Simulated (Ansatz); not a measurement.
C2H9NOSi can be A, `C[Si](C)(N)O`, or B, `CCO[SiH2]N`.

Program: Ansatz. Geometries: PBE0-D4/def2-TZVP. ΔE: electronic, gas phase. CCSD(T)/CBS is the MP2 limit (def2-TZVPP, def2-QZVPP) plus CCSD(T) − MP2 in def2-TZVPP, frozen cores. DFT in def2-TZVPP. B3LYP here is the variant with VWN-RPA as its local correlation; programs differ in this. Each species was taken in one conformer, which may not be the lowest.

**Question.** Which isomer does CCSD(T)/CBS put lower? Give the gap. (Estimate.)

**Answer.** The calculation gave: A, by 139.6 kJ/mol.

**Question.** Give E(B) − E(A) in kJ/mol with CCSD(T)/def2-TZVPP, MP2/def2-TZVPP, PBE-D4, B3LYP, PBE0-D4, CCSD/def2-TZVPP, r2SCAN-D4. (An estimate is asked.)

**Answer.** The calculation gave: CCSD(T)/def2-TZVPP 135.4, MP2/def2-TZVPP 143.1, PBE-D4 136.9, B3LYP 127.0, PBE0-D4 139.0, CCSD/def2-TZVPP 133.9, r2SCAN-D4 142.5. None reverses the order clearly.

Largest T1 diagnostic: 0.011.

The D4 term adds +4.9 kJ/mol with B3LYP and +2.6 kJ/mol with PBE0; it sums over pairs of atoms, weighted by their polarisabilities, and B3LYP, whose exchange is more repulsive, gets the larger term. In def2-TZVPP, CCSD(T) changes the Hartree–Fock value by +19.7 kJ/mol (the triples alone add +1.5 kJ/mol) and MP2 by +27.4 kJ/mol.
